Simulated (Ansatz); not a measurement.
Geometry optimisation, RKS B3LYP-D4/def2-SVP (Ansatz 0.2.0).

input.yaml

```yaml
crystal:
  periodic: [false, false, false]
  atoms:
    - { symbol: B, position_ang: [-0.6887, 1.5482, 0.1578] }
    - { symbol: S, position_ang: [-0.9459, 0.2042, -1.1108] }
    - { symbol: Si, position_ang: [0.441, -1.042, -0.1032] }
    - { symbol: I, position_ang: [0.7717, -3.1672, -1.3012] }
    - { symbol: H, position_ang: [-1.4242, 1.6207, 1.087] }
    - { symbol: H, position_ang: [0.0864, 2.4389, -0.0212] }
    - { symbol: H, position_ang: [1.8085, -0.3703, -0.0373] }
    - { symbol: H, position_ang: [0.0433, -1.2894, 1.273] }
basis:
  gaussian: { orbitals: def2-SVP }
hamiltonian:
  xc: b3lyp
  dispersion: d4
relax:
  f_tol: 0.02
  max_steps: 50
```

Run as:

```bash
$ ansatz run input.yaml --threads 2 --pin off --max-ram 3072MiB --backend cpu --events-out ev --progress --plain --runs-dir out
```

Q: Where does it end, and by what steps?

A: The forces met the threshold. The force dipped under the threshold on the way, but the program's further checks kept it going. After 24 steps the energy has fallen by 0.779 eV; H6 moved furthest, 1.28 Å.

```json
{"step": "0", "energy less start (eV)": "0.0000", "largest force component (eV/Å)": "1.316", "accepted": "yes"}
{"step": "1", "energy less start (eV)": "0.0552", "largest force component (eV/Å)": "1.132", "accepted": "no"}
{"step": "2", "energy less start (eV)": "-0.0835", "largest force component (eV/Å)": "0.301", "accepted": "yes"}
{"step": "3", "energy less start (eV)": "-0.0910", "largest force component (eV/Å)": "0.332", "accepted": "yes"}
{"step": "4", "energy less start (eV)": "-0.1196", "largest force component (eV/Å)": "0.371", "accepted": "yes"}
{"step": "5", "energy less start (eV)": "-0.1559", "largest force component (eV/Å)": "0.638", "accepted": "yes"}
{"step": "6", "energy less start (eV)": "-0.2646", "largest force component (eV/Å)": "0.876", "accepted": "yes"}
{"step": "7", "energy less start (eV)": "-0.3771", "largest force component (eV/Å)": "0.843", "accepted": "yes"}
{"step": "8", "energy less start (eV)": "-0.5298", "largest force component (eV/Å)": "0.648", "accepted": "yes"}
{"step": "9", "energy less start (eV)": "-0.6496", "largest force component (eV/Å)": "0.608", "accepted": "yes"}
{"step": "10", "energy less start (eV)": "-0.7368", "largest force component (eV/Å)": "0.382", "accepted": "yes"}
{"step": "11", "energy less start (eV)": "-0.7724", "largest force component (eV/Å)": "0.166", "accepted": "yes"}
{"step": "12", "energy less start (eV)": "-0.7746", "largest force component (eV/Å)": "0.156", "accepted": "yes"}
{"step": "13", "energy less start (eV)": "-0.7746", "largest force component (eV/Å)": "0.147", "accepted": "yes"}
{"step": "14", "energy less start (eV)": "-0.7762", "largest force component (eV/Å)": "0.045", "accepted": "yes"}
{"step": "15", "energy less start (eV)": "-0.7760", "largest force component (eV/Å)": "0.067", "accepted": "no"}
{"step": "16", "energy less start (eV)": "-0.7765", "largest force component (eV/Å)": "0.030", "accepted": "yes"}
{"step": "17", "energy less start (eV)": "-0.7773", "largest force component (eV/Å)": "0.087", "accepted": "yes"}
{"step": "18", "energy less start (eV)": "-0.7775", "largest force component (eV/Å)": "0.101", "accepted": "yes"}
{"step": "19", "energy less start (eV)": "-0.7781", "largest force component (eV/Å)": "0.088", "accepted": "yes"}
{"step": "20", "energy less start (eV)": "-0.7784", "largest force component (eV/Å)": "0.085", "accepted": "yes"}
{"step": "21", "energy less start (eV)": "-0.7766", "largest force component (eV/Å)": "0.184", "accepted": "no"}
{"step": "22", "energy less start (eV)": "-0.7790", "largest force component (eV/Å)": "0.021", "accepted": "yes"}
{"step": "23", "energy less start (eV)": "-0.7791", "largest force component (eV/Å)": "0.006", "accepted": "yes"}
{"step": "24", "energy less start (eV)": "-0.7792", "largest force component (eV/Å)": "0.011", "accepted": "yes"}
```

```xyz
8
Properties=species:S:1:pos:R:3
B -0.623 1.685 0.044
S -0.529 0.407 -1.201
Si 0.447 -1.123 0.005
I 0.742 -3.131 -1.389
H -0.199 1.512 1.159
H -1.127 2.724 -0.287
H 1.785 -0.654 0.444
H -0.403 -1.477 1.169
```

Run time: 68 s on 2 threads of Arm Neoverse V2, with other jobs on the host, peak memory 0.22 GiB.
